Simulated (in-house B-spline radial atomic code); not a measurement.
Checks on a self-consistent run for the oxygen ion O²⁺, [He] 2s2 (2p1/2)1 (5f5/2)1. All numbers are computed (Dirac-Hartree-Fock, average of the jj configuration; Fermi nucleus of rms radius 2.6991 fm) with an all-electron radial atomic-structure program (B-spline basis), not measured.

| orbital | q | ε (Eh) | <1/r> | <r²> | small-component weight |
| --- | --- | --- | --- | --- | --- |
| 1s1/2 | 2 | -23.24185 | 7.67281 | 0.0525079 | 0.0007821 |
| 2s1/2 | 2 | -3.12666 | 1.46416 | 1.1355 | 0.0001119 |
| 2p1/2 | 1 | -2.74090 | 1.41277 | 1.00924 | 0.00010646 |
| 5f5/2 | 1 | -0.18021 | 0.120441 | 124.559 | 4.8279e-06 |

Electron-electron repulsion V_ee = 15.6749 hartree.

**Question.** What total energy follows from the eigenvalues?

**Answer.** The eigenvalues count the repulsion twice, so E = Σqε - V_ee = -55.658 - 15.675 = -71.333 hartree; the run printed -71.333.

**Question.** Does the Dirac virial theorem hold?

**Answer.** For a point nucleus E = -2c²Σq·w, with w the small-component weight. Here Σq·w = 0.0018993 and c = 137.0360, so the ratio E/(-2c²Σq·w) is 1.000000.

**Question.** What diamagnetic shielding (Lamb formula) and susceptibility (Langevin formula) do the radii give?

**Answer.** σ = (α²/3)Σq<1/r> = 19.8072/(3·137.036²) = 351.59 ppm, and χ = -0.79199×10⁻⁶·Σq<r²> = -101.3×10⁻⁶ cm³/mol with Σq<r²> = 127.94 bohr². Both are non-relativistic formulas without the paramagnetism of open shells.
